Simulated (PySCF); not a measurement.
ZnClBr, SMILES [Br][Zn][Cl].

The structure is a stationary point at PBE0-D3(BJ)/def2-TZVP.

Computed with M06-2X/def2-TZVPD run with PySCF.

The molecule is in vacuum.

```yaml
total_energy: -4813.88643 hartree
point_group: C∞v
highest_occupied_level: -9.99 eV
lowest_empty_level: -1.06 eV
orbital_gap: 8.94 eV
dipole_moment: 0.30 D
quadrupole, principal values (traceless, Buckingham form, about the centre of nuclear charge): -9.60, 4.80, 4.80 D·Å
mean_static_polarisability: 57.7 bohr³ (8.55 Å³)
polarisability_principal_values: 46.5, 46.5, 80.2 bohr³
```
